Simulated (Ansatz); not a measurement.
Reaction (hydrogen abstraction from the Sn–H bond): `[F][SnH3]` + Cl• → `[F][SnH2]`• + HCl

Isolated molecules relaxed with PBE0-D4/def2-TZVP in Ansatz; ΔE leaves out vibrations. CCSD(T)/CBS adds triple-zeta CCSD(T) − MP2 to the extrapolated MP2 energy (def2 sets, frozen cores). This one scheme is used for every species, atoms too. DFT in def2-TZVPP. No spin–orbit coupling; open shells (•) take unrestricted orbitals. Spin–orbit coupling would lower the free atoms: a little for Cl. Elements past krypton have def2 core potentials. Bonds to Sn are less sure, by a few kJ/mol each and by 10 to 20 or more in all where they break to atoms, as the def2 sets lack core-valence functions.

CCSD(T)/CBS gives -110.4 kJ/mol.

Another level gave -113.5 kJ/mol. Which?
A. LC-ωPBE/def2-TZVPP
B. HF/def2-TZVPP
C. PBE-QIDH/def2-TZVPP
D. PBE0/def2-TZVPP

C. PBE-QIDH -113.5, PBE0 -122.1, HF/def2-TZVPP -67.5, LC-ωPBE -108.7 kJ/mol.

Largest T1 diagnostic among the species: 0.017.

Leaving LDA and LC-ωPBE aside and taking each functional with its dispersion term where it has one, the values, not all of them listed here, spread over 35.3 kJ/mol, from PBE-D4 to BHLYP-D4. LDA lies −17.6 kJ/mol from PBE without D4. From PBE to PBE0 (25 % exact exchange), in def2-TZVPP and without D4, ΔE moves by +13.2 kJ/mol. At CCSD(T), def2-SVP lies +19.7 kJ/mol from the extrapolated value and def2-TZVPP +6.7 kJ/mol.

CCSD(T)/CBS has its own doubt, a few kJ/mol and more with outer-core shells, so smaller differences from it don't rank the levels.
